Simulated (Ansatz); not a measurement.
C₁₀H₉BO₃, SMILES c1cc(-c2ccoc2B(O)O)ccc1.

Geometry: B3LYP-D3(BJ)/def2-SVP. This is a generated structure with no PubChem entry under its InChIKey; it may be hypothetical. The values are those of a single conformer.

Two levels are set side by side: PBE-D3(BJ)/def2-SVP (Ansatz, a first-principles code) and B3LYP-D3(BJ)/def2-SVP (Ansatz). Each state was relaxed at each level; gas phase, no zero-point terms. Differences are taken from unrounded values.

```tsv
quantity	B3LYP-D3(BJ)
ionisation energy, vertical (eV)	8.08
ionisation energy, adiabatic (eV)	7.76
ionisation energy, four-point λ (meV)	777
T1 energy, vertical (eV)	3.51
T1 energy, adiabatic (eV)	2.87
T1 energy, four-point λ (meV)	1256
```

**Question.** What does PBE-D3(BJ) give, and how far is it from B3LYP-D3(BJ)? (An estimate is asked for; the answer gives what the named calculation found.)

**Answer.** 
```
quantity                               PBE-D3(BJ)  PBE-D3(BJ) minus B3LYP-D3(BJ)
-------------------------------------  ----------  -----------------------------
ionisation energy, vertical (eV)             7.92                          -0.16
ionisation energy, adiabatic (eV)            7.67                          -0.09
ionisation energy, four-point λ (meV)         655                           -122
T1 energy, vertical (eV)                     3.34                          -0.17
T1 energy, adiabatic (eV)                    2.79                          -0.08
T1 energy, four-point λ (meV)                1011                           -245
```

PBE spreads the added charge or spin over more of the molecule, so the geometry relaxes less. Differences between two approximate levels are no errors against the true value.
